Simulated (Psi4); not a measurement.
Interaction energy of N2 ··· F4Si (SMILES N#N and F[Si](F)(F)F). Monomers: optimised at B3LYP-D3(BJ) (def2-TZVP), held rigid. Orientation: lowest of the rigid-body minima from ten starts at GFN2-xTB. Only R, the distance of the centres of mass, is varied, so the lowest point isn't the relaxed dimer.

Levels: PBE/def2-TZVP, counterpoise-corrected (Psi4); PBE-D3(BJ)/def2-TZVP, counterpoise-corrected (Psi4); PBE0/def2-TZVP, counterpoise-corrected (Psi4); SAPT0/jun-cc-pVDZ, frozen core (Psi4).

Interaction energies in kcal/mol; the last columns give the difference from SAPT0:

```
R / Å  PBE/def2-TZVP  PBE-D3(BJ)/def2-TZVP  PBE0/def2-TZVP  SAPT0/jun-cc-pVDZ  PBE/def2-TZVP − SAPT0/jun-cc-pVDZ  PBE-D3(BJ)/def2-TZVP − SAPT0/jun-cc-pVDZ  PBE0/def2-TZVP − SAPT0/jun-cc-pVDZ
-----  -------------  --------------------  --------------  -----------------  ---------------------------------  ----------------------------------------  ----------------------------------
2.93           12.08                 10.67           11.58              11.45                               0.64                                     -0.78                                0.13
3.16            5.14                  3.86            4.79               4.42                               0.71                                     -0.57                                0.37
3.38            1.89                  0.76            1.69               1.31                               0.58                                     -0.55                                0.38
3.57            0.53                 -0.47            0.43               0.09                               0.44                                     -0.56                                0.35
3.79           -0.17                 -1.02           -0.19              -0.48                               0.31                                     -0.54                                0.29
3.98           -0.39                 -1.11           -0.37              -0.62                               0.23                                     -0.49                                0.25
4.25           -0.43                 -0.99           -0.39              -0.59                               0.16                                     -0.40                                0.20
4.53           -0.36                 -0.78           -0.31              -0.47                               0.11                                     -0.31                                0.16
5.09           -0.19                 -0.41           -0.16              -0.26                               0.07                                     -0.15                                0.10
5.79           -0.07                 -0.17           -0.06              -0.12                               0.05                                     -0.05                                0.06
6.74           -0.02                 -0.06           -0.02              -0.05                               0.03                                     -0.01                                0.03
8.07           -0.01                 -0.02           -0.01              -0.02                               0.01                                      0.00                                0.01
```

PBE/def2-TZVP is furthest from SAPT0/jun-cc-pVDZ at 3.16 (0.71 kcal/mol, above); its mean absolute difference over the points is 0.28 kcal/mol.

PBE-D3(BJ)/def2-TZVP is furthest from SAPT0/jun-cc-pVDZ at 2.93 (-0.78 kcal/mol, below); its mean absolute difference over the points is 0.37 kcal/mol.

PBE0/def2-TZVP is furthest from SAPT0/jun-cc-pVDZ at 3.38 (0.38 kcal/mol, above); its mean absolute difference over the points is 0.19 kcal/mol.
